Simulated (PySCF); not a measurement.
Working out the electron affinity of Ag

Ag⁻ [Kr] 4d10 5s2 (1S) → Ag [Kr] 4d10 5s1 (2S). All numbers are calculated (PySCF 2.14, scalar relativity through the core potential, in def2-TZVPPD with the def2 core potential (28 electrons)). Frozen: nothing. Energies in hartree (1 hartree = 27.21139 eV):

```
             part  Ag⁻ (lower)   Ag (upper)
              UHF  -146.111775  -146.116958
MP2 opposite-spin    -0.464277    -0.434995
    MP2 same-spin    -0.228064    -0.218872
```

Q: What does Hartree-Fock give?

A: (-146.116958) − (-146.111775) = -0.005183 hartree = -0.141 eV.

Q: What do MP2 and SCS-MP2 (6/5 opposite-spin, 1/3 same-spin) give?

A: The opposite-spin parts differ by 0.797 eV and the same-spin parts by 0.250 eV. MP2: -0.141 + (0.797) + (0.250) = 0.906 eV. SCS-MP2: -0.141 + 1.2 × (0.797) + (0.250)/3 = 0.899 eV.

Reference: 1.304 eV (measured; photodetachment measurements, as compiled on the Wikipedia data page of electron affinities).

What remains against the reference includes basis incompleteness and correlation beyond second order.
